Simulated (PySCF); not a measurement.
# Ni (nickel, neutral): UHF calculation

Configuration: [Ar] 3d7 4s2 5s1, high-spin 5F determinant (an excited configuration). Calculation: PySCF 2.14, in x2c-TZVPPall with one added diffuse shell each of s, p, d, f type (7s6p5d3f1g, 80 functions); scalar relativity by spin-free X2C-1e.

```json
{
  "Total energy": "-1518.762248 hartree",
  "One-electron energy": "-2096.6137 hartree",
  "Hartree (Coulomb) energy": "639.9713 hartree",
  "Exchange energy": "-62.1198 hartree",
  "⟨S²⟩": "6.0049",
  "⟨L²⟩": "12.024",
  "Sum of ⟨r⟩": "26.97 bohr",
  "Sum of ⟨r²⟩": "91.31 bohr²",
  "Langevin diamagnetic susceptibility": "-72.3 ×10⁻⁶ cm³/mol"
}
```

| shell | electrons | mean orbital energy (eV) | spread (eV) | rms radius, mean of both spins (bohr) |
| --- | --- | --- | --- | --- |
| 1s α | 1 | -8415.3 | 0 | 0.0624 |
| 1s β | 1 | -8415.2 | 0 | 0.0624 |
| 2s α | 1 | -1066.1 | 0 | 0.265 |
| 2s β | 1 | -1062.9 | 0 | 0.265 |
| 2p α | 3 | -915.18 | 0 | 0.238 |
| 2p β | 3 | -911.98 | 0 | 0.238 |
| 3s α | 1 | -152.93 | 0 | 0.788 |
| 3s β | 1 | -144.52 | 0 | 0.788 |
| 3p α | 3 | -106.97 | 0 | 0.838 |
| 3p β | 3 | -96.909 | 0 | 0.838 |
| 3d α | 5 | -33.116 | 1.590 | 1.02 |
| 3d β | 2 | -29.086 | 0 | 1.02 |
| 4s α | 1 | -13.987 | 0 | 2.70 |
| 4s β | 1 | -13.083 | 0 | 2.70 |
| 5s α | 1 | -2.591 | 0 | 7.97 |

The outer electron is Rydberg-like, and this basis confines it to a smaller radius and binds it less than a complete one would.

Densities and radii are taken from the X2C orbitals without a picture-change correction, which distorts them close to the nucleus.

Spin-orbit constants ζ (cm⁻¹) from the X2C one-electron operator on these orbitals: bare nucleus, nucleus screened by l(l+1)(2l+1)/3 electrons, and screened by the Breit-Pauli mean field of the electrons.

```tsv
shell	bare	screened nucleus	mean field
2p	98150	91130	87910
3p	12570	11670	11190
3d	1258	808.6	735.7
```

To first order the Landé constant is A = -183.9 cm⁻¹, so the lowest level has J = 5 and lies 0.137 eV below the centre of the term. This holds in LS coupling only.
